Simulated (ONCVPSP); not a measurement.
## Ba (Z = 56): from the effect back to the setting (ONCV)

Base potential:

ONCVPSP 4.0.1 input, shortened (lines: element, Z, core and valence counts, functional; n l f; lmax; l rc ep ncon nbas qcut; lloc lpopt rc5 dvloc0; l nproj debl; icmod fcfact rcfact), LDA (Perdew-Zunger), scalar-relativistic:

```
  Ba 56.00    9    4        3      upf
    1    0    2.00
    2    0    2.00
    2    1    6.00
    3    0    2.00
    3    1    6.00
    3    2   10.00
    4    0    2.00
    4    1    6.00
    4    2   10.00
    5    0    2.00
    5    1    6.00
    6    0    1.50
    6    1    0.50
    2
    0    2.75    0.00    4    8    3.90
    1    2.75    0.00    5    8    5.80
    2    3.00    0.05    3    7    3.80
    4    5    1.80    1.00
    0    2    3.00
    1    2    0.60
    2    3    1.50
    3    2.50    1.80
```

Cutoffs, loose and tight: the cutoffs (Ha) at which the residual kinetic energy of the hardest occupied pseudo-wave falls to 1 and 0.1 mHa per electron. They do not see the model core or the augmentation charge, which bear on the density cutoff. Test errors are all-electron minus pseudo excitation energies from the reference, over the configurations 5s2 5p6 6s2 6p0; 5s2 5p6 6s1 6p0; 5s2 5p6 6s0 6p0; 5s1 5p6 6s2 6p0; variants that change the core or the reference have their own tests.

Only the scale of all radii but the core radius (base = 1) is moved (3 further runs of the sweep failed or gave no value and are left out):

| scale of all radii but the core radius (base = 1) | cutoff, loose | cutoff, tight | bound ghosts | largest test error (meV) |
| --- | --- | --- | --- | --- |
| 0.79 | 13 Ha | 34 Ha | none | -99 |
| 0.87 | 12 Ha | 17 Ha | none | -148 |
| 1.03 | 9.9 Ha | 12 Ha | none | -244 |
| 1.1 | 8.7 Ha | 11 Ha | none | -294 |

Problem. One more run gave cutoff, loose: 11 Ha; cutoff, tight: 14 Ha; bound ghosts: none; largest test error (meV): -178. Which value of the scale of all radii but the core radius (base = 1) was used?

Solution. 0.92. The loose cutoff moves one way along this sweep, from 13 Ha at 0.79 to 8.7 Ha at 1.1, which places the run between 0.87 and 1.03.
